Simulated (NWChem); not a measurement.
System: CH5InS; SMILES C[S][InH2]

Here is an NWChem input.

```
start job
memory heap 200 mb stack 900 mb global 1100 mb
geometry units angstroms
  In    -0.427945     0.560467     0.183059
  H     -1.361097     1.143084     1.524523
  H     -0.374238     1.462141    -1.303071
  S      0.883181    -1.470105     0.121634
  C      1.476992    -1.323795    -1.605506
  H      1.110541    -2.180726    -2.163254
  H      2.562782    -1.331193    -1.588966
  H      1.114647    -0.396085    -2.060282
end
basis spherical
  * library def2-svp
end
ecp
  In library def2-ecp
end
dft
  xc xpbe96 cpbe96
  disp vdw 4
  iterations 150
end
driver
  maxiter 120
end
task dft optimize
dft
  grid fine
  convergence energy 1d-8 density 1d-7
end
task dft freq numerical
```

Parts of the log:

```
             Northwest Computational Chemistry Package (NWChem) 7.3.0
             --------------------------------------------------------

 C1  symmetry detected

                             Geometry "geometry" -> ""
                             -------------------------

 Output coordinates in angstroms (scale by  1.889725989 to convert to a.u.)

  No.       Tag          Charge          X              Y              Z
 ---- ---------------- ---------- -------------- -------------- --------------
    1 In                  49.0000     0.01705703     0.83616964     0.00001431
    2 H                    1.0000    -1.01153810     2.23303729    -0.02220550
    3 H                    1.0000     1.74596954     1.02266065     0.02379381
    4 S                   16.0000    -0.69933542    -1.47312188     0.00128355
    5 C                    6.0000     0.96314805    -2.24329442    -0.00241323
    6 H                    1.0000     1.06048706    -2.83427190    -0.90848753
    7 H                    1.0000     1.03637445    -2.88806680     0.86831905
    8 H                    1.0000     1.74339099    -1.47595493     0.03182135

 Effective nuclear repulsion energy (a.u.)     327.0102040422

                                Z-matrix (autoz)
                                --------

 Units are Angstrom for bonds and degrees for angles

[...]

      ----------------------
      Optimization converged
      ----------------------

  Step       Energy      Delta E   Gmax     Grms     Xrms     Xmax
  ---- ---------------- -------- -------- -------- -------- --------
@   10    -629.04878744  1.9D-08  0.00004  0.00001  0.00048  0.00151
                                     ok       ok       ok       ok

                                Z-matrix (autoz)
                                --------

 Units are Angstrom for bonds and degrees for angles

[...]

 Rotational Constants
 --------------------
 A=   0.463358 cm-1  (  0.666653 K)
 B=   0.068583 cm-1  (  0.098674 K)
 C=   0.060441 cm-1  (  0.086959 K)

 Temperature                      =   298.15K
 frequency scaling parameter      =   1.0000

 Zero-Point correction to Energy  =   30.638 kcal/mol  (  0.048824 au)
 Thermal correction to Energy     =   34.541 kcal/mol  (  0.055044 au)
 Thermal correction to Enthalpy   =   35.133 kcal/mol  (  0.055988 au)

 Total Entropy                    =   80.702 cal/mol-K
   - Translational                =   41.173 cal/mol-K (mol. weight = 163.9153)
   - Rotational                   =   26.221 cal/mol-K (symmetry #  =        1)
   - Vibrational                  =   13.308 cal/mol-K

 Cv (constant volume heat capacity) =   19.440 cal/mol-K
   - Translational                  =    2.979 cal/mol-K
   - Rotational                     =    2.979 cal/mol-K
   - Vibrational                    =   13.481 cal/mol-K

[normal modes left out]

 ----------------------------------------------------------------------------
 Normal Eigenvalue ||           Projected Infra Red Intensities
  Mode   [cm**-1]  || [atomic units] [(debye/angs)**2] [(KM/mol)] [arbitrary]
 ------ ---------- || -------------- ----------------- ---------- -----------
    1        0.000 ||    0.000058           0.001         0.057       0.020
    2        0.000 ||    0.001365           0.031         1.331       0.478
    3        0.000 ||    0.000108           0.003         0.106       0.038
    4        0.000 ||    0.000000           0.000         0.000       0.000
    5        0.000 ||    0.000212           0.005         0.207       0.074
    6        0.000 ||    0.000931           0.021         0.908       0.326
    7       60.891 ||    0.000394           0.009         0.384       0.138
    8      154.712 ||    0.000724           0.017         0.706       0.254
    9      212.594 ||    0.000324           0.007         0.315       0.113
   10      325.748 ||    0.037219           0.859        36.283      13.046
   11      374.765 ||    0.035050           0.809        34.169      12.286
   12      479.467 ||    0.057099           1.317        55.663      20.014
   13      541.334 ||    0.147815           3.410       144.097      51.812
   14      692.654 ||    0.001285           0.030         1.253       0.450
   15      926.036 ||    0.007190           0.166         7.010       2.520
   16      933.339 ||    0.007870           0.182         7.672       2.759
   17     1282.386 ||    0.019293           0.445        18.808       6.763
   18     1397.350 ||    0.004587           0.106         4.472       1.608
   19     1406.877 ||    0.007206           0.166         7.024       2.526
   20     1731.482 ||    0.101896           2.351        99.333      35.717
   21     1772.137 ||    0.223401           5.154       217.783      78.307
   22     2978.070 ||    0.025481           0.588        24.840       8.932
   23     3085.462 ||    0.003420           0.079         3.334       1.199
   24     3086.378 ||    0.001766           0.041         1.721       0.619
 ----------------------------------------------------------------------------
```

Level: PBE-D3(BJ)/def2-SVP with def2 effective core potentials on In. def2 effective core potentials on In; no spin-orbit coupling.
